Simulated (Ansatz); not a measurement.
C3H7N, SMILES `C/C=N\C` (charge 0, multiplicity 1).

Cartesian coordinates (Å):
SMILES: C/N=C\C
```xyz
11

C     -1.3718    -0.4202    -0.1002
C     -0.5780     0.8295    -0.3253
N      0.6695     1.0219    -0.3218
C      1.6050    -0.0422    -0.0755
H     -2.0034    -0.6117    -0.9728
H     -2.0484    -0.2730     0.7470
H     -0.7674    -1.3046     0.0901
H     -1.1883     1.7166    -0.5231
H      1.1769    -1.0355     0.1013
H      2.2169     0.2283     0.7899
H      2.2874    -0.1074    -0.9277
```
Charge 0, spin multiplicity 1.

Frozen-core energies in 6-31g from Ansatz (a quantum-chemistry and plane-wave program) at a geometry from PBE0-D3(BJ)/def2-TZVP; the HF reference has <S^2> = 0.00 (restricted, and unstable towards unrestricted orbitals) and the T1 diagnostic is 0.009.

```json
[
 {"level": "HF", "energy (Ha)": "-172.01777", "difference from CCSDT(Q) (mHa)": "437.16"},
 {"level": "MP2", "energy (Ha)": "-172.40025", "difference from CCSDT(Q) (mHa)": "54.68"},
 {"level": "CCSD", "energy (Ha)": "-172.44211", "difference from CCSDT(Q) (mHa)": "12.82"},
 {"level": "CCSD(T)", "energy (Ha)": "-172.45331", "difference from CCSDT(Q) (mHa)": "1.63"},
 {"level": "CCSDT", "energy (Ha)": "-172.45389", "difference from CCSDT(Q) (mHa)": "1.04"},
 {"level": "CCSDT(Q)", "energy (Ha)": "-172.45493", "difference from CCSDT(Q) (mHa)": "0.00"}
]
```
